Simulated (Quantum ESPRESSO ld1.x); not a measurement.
The run below uses ld1.x (Quantum ESPRESSO 7.5).

```
 &input
    zed=63.0,
    iswitch=1,
    rel=1,
    lsd=1,
    dft='PZ',
    config='[Kr] 4d8',
    verbosity='high',
    prefix='ld1',
    max_out_wfc=37,
    file_charge='ld1.rho',
 /
```

Command: `OMP_NUM_THREADS=1 ld1.x < ld1.in > ld1.out`

Output:

```
     Program LD1 v.7.5 starts

     --------------------------- All-electron run ----------------------------

     scalar relativistic calculation

     atomic number is 63.00
     dft =PZ   lsd =1 sic =0 latt =0  beta=0.20 tr2=1.0E-14
     Exchange-correlation= PZ
                           (   1   1   0   0   0   0   0)
     mesh =2095 r(mesh) = 100.37019 a.u. xmin = -8.00 dx = 0.00800
     1 Ry =  13.60569312 eV, c = 137.03599908

     n l     nl                  e(Ry)          e(Ha)          e(eV)
     1 0     1S 1( 1.00)   -3587.861014661   -1793.930507331 -48815.3359334
     2 0     2S 1( 1.00)    -619.489669920    -309.744834960  -8428.5863418
     2 1     2P 1( 3.00)    -556.086647124    -278.043323562  -7565.9442706
     3 0     3S 1( 1.00)    -164.287270546     -82.143635273  -2235.2421871
     3 1     3P 1( 3.00)    -144.555931843     -72.277965922  -1966.7836478
     4 0     4S 1( 1.00)     -58.895666311     -29.447833156   -801.3163621
     4 1     4P 1( 3.00)     -52.058198577     -26.029099288   -708.2878744
     3 2     3D 1( 5.00)    -118.200570476     -59.100285238  -1608.2006889
     4 2     4D 1( 5.00)     -42.549099903     -21.274549952   -578.9099959
     1 0     1S 2( 1.00)   -3587.857132479   -1793.928566240 -48815.2831137
     2 0     2S 2( 1.00)    -619.393641894    -309.696820947  -8427.2798139
     2 1     2P 2( 3.00)    -556.007697777    -278.003848889  -7564.8701100
     3 0     3S 2( 1.00)    -164.223255912     -82.111627956  -2234.3712236
     3 1     3P 2( 3.00)    -144.488065059     -72.244032529  -1965.8602731
     4 0     4S 2( 1.00)     -58.667603521     -29.333801761   -798.2134098
     4 1     4P 2( 3.00)     -51.833492077     -25.916746038   -705.2305867
     3 2     3D 2( 5.00)    -118.113021536     -59.056510768  -1607.0095248
     4 2     4D 2( 3.00)     -42.328249110     -21.164124555   -575.9051678

     final scf error:  6.3E-15 reached in  24 iterations

     Etot =  -21405.719060 Ry,  -10702.859530 Ha, -291239.644606 eV
     Total magnetization:    2.00 Bohr mag.

     Ekin =   22949.315966 Ry,   11474.657983 Ha,  312241.350420 eV
     Encl =  -50572.880944 Ry,  -25286.440472 Ha, -688079.098471 eV
     Eh   =    6650.390699 Ry,    3325.195349 Ha,   90483.174996 eV
     Exc  =    -432.544781 Ry,    -216.272390 Ha,   -5885.071551 eV

     normalization and overlap integrals

     s(1S/1S) =  1.000000  <r> =   0.0223  <r2> =    0.0007  r(max) =   0.0142
     s(1S/2S) = -0.022101
     s(1S/3S) = -0.009578
     s(1S/4S) = -0.004839
     s(2S/2S) =  1.000000  <r> =   0.0952  <r2> =    0.0107  r(max) =   0.0805
     s(2S/3S) = -0.006005
     s(2S/4S) = -0.002901
     s(2P/2P) =  1.000000  <r> =   0.0839  <r2> =    0.0086  r(max) =   0.0654
     s(2P/3P) = -0.004846
     s(2P/4P) = -0.002250
     s(3S/3S) =  1.000000  <r> =   0.2493  <r2> =    0.0710  r(max) =   0.2297
     s(3S/4S) = -0.002041
     s(3P/3P) =  1.000000  <r> =   0.2476  <r2> =    0.0710  r(max) =   0.2242
     s(3P/4P) = -0.001770
     s(4S/4S) =  1.000000  <r> =   0.5426  <r2> =    0.3310  r(max) =   0.5152
     s(4P/4P) =  1.000000  <r> =   0.5649  <r2> =    0.3610  r(max) =   0.5363
     s(3D/3D) =  1.000000  <r> =   0.2252  <r2> =    0.0596  r(max) =   0.1836
     s(3D/4D) = -0.001321
     s(4D/4D) =  1.000000  <r> =   0.5869  <r2> =    0.3943  r(max) =   0.5449
     s(1S/1S) =  1.000000  <r> =   0.0223  <r2> =    0.0007  r(max) =   0.0142
     s(1S/2S) = -0.022102
     s(1S/3S) = -0.009579
     s(1S/4S) = -0.004838
     s(2S/2S) =  1.000000  <r> =   0.0952  <r2> =    0.0107  r(max) =   0.0805
     s(2S/3S) = -0.006006
     s(2S/4S) = -0.002900
     s(2P/2P) =  1.000000  <r> =   0.0839  <r2> =    0.0086  r(max) =   0.0649
     s(2P/3P) = -0.004847
     s(2P/4P) = -0.002248
     s(3S/3S) =  1.000000  <r> =   0.2493  <r2> =    0.0710  r(max) =   0.2297
     s(3S/4S) = -0.002040
     s(3P/3P) =  1.000000  <r> =   0.2475  <r2> =    0.0709  r(max) =   0.2242
     s(3P/4P) = -0.001769
     s(4S/4S) =  1.000000  <r> =   0.5427  <r2> =    0.3312  r(max) =   0.5152
     s(4P/4P) =  1.000000  <r> =   0.5652  <r2> =    0.3614  r(max) =   0.5363
     s(3D/3D) =  1.000000  <r> =   0.2252  <r2> =    0.0595  r(max) =   0.1836
     s(3D/4D) = -0.001320
     s(4D/4D) =  1.000000  <r> =   0.5875  <r2> =    0.3952  r(max) =   0.5449

     ------------------------ End of All-electron run ------------------------
```

Run on one thread of a shared host, so times are rough (Intel(R) Xeon(R) Processor @ 2.60GHz): 0.8 s of CPU time, 0.84 s wall, 24 iterations on 2095 mesh points.
